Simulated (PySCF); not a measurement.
Cl₄HSTa, multiplicity 1. Atoms are numbered in the order given.

```xyz
7

Ta    -0.0590     0.0053     0.0000
Cl    -1.2015     0.0646     1.9802
Cl     0.0584    -2.3092     0.0000
Cl     0.2682     2.3089     0.0000
Cl    -1.2015     0.0646    -1.9802
S      2.3094    -0.2283     0.0000
H      2.6578     1.0778     0.0000
```
Charge 0, spin multiplicity 1.

Coordinates come from a PBE0-D3(BJ)/def2-SVP optimisation. The multiplicity is an assumed one; no other spin state was optimised. The structure was generated by enumeration; whether it is a known compound was not checked. The def2 effective core potentials stand for the cores of Ta; spin–orbit coupling is left out. Other conformers were not sampled.

The numbers are results of TDA-ωB97X/def2-SVPD (PySCF), not measurements.

Vertical excitations. The molecule is in vacuum. State labels are in the subgroup Cs.

Question: Give excitation energies, oscillator strengths and character. (The exact figures need the calculation; the answer reports its results.)

Answer: 
```tsv
state	symmetry	energy (eV)	λ (nm)	f	main pairs
S1	A"	3.57	348	0.000	HOMO→LUMO 99 %
S2	A'	4.00	310	0.005	HOMO→LUMO+1 92 %
S3	A'	4.36	284	0.034	HOMO−1→LUMO 81 %
S4	A"	4.45	279	0.000	HOMO−1→LUMO+1 91 %
S5	A"	4.54	273	0.007	HOMO−2→LUMO 94 %
S6	A'	4.71	263	0.005	HOMO−3→LUMO 71 %, HOMO−2→LUMO+1 21 %
S7	A"	4.75	261	0.000	HOMO→LUMO+2 85 %
S8	A"	4.84	256	0.020	HOMO−3→LUMO+1 66 %, HOMO−4→LUMO 11 %, HOMO→LUMO+2 10 %
S9	A"	4.91	253	0.003	HOMO−4→LUMO 81 %
S10	A'	4.94	251	0.007	HOMO→LUMO+3 49 %, HOMO−5→LUMO 18 %, HOMO−1→LUMO+2 13 %, HOMO−2→LUMO+1 8 %
T1	A"	3.49	355	0	HOMO→LUMO 98 %
T2	A'	3.87	321	0	HOMO→LUMO+1 65 %, HOMO−1→LUMO 30 %
T3	A'	3.95	314	0	HOMO−1→LUMO 61 %, HOMO→LUMO+1 32 %
T4	A'	4.10	302	0	HOMO→LUMO+3 94 %
```
Triplets are in the Tamm–Dancoff approximation.
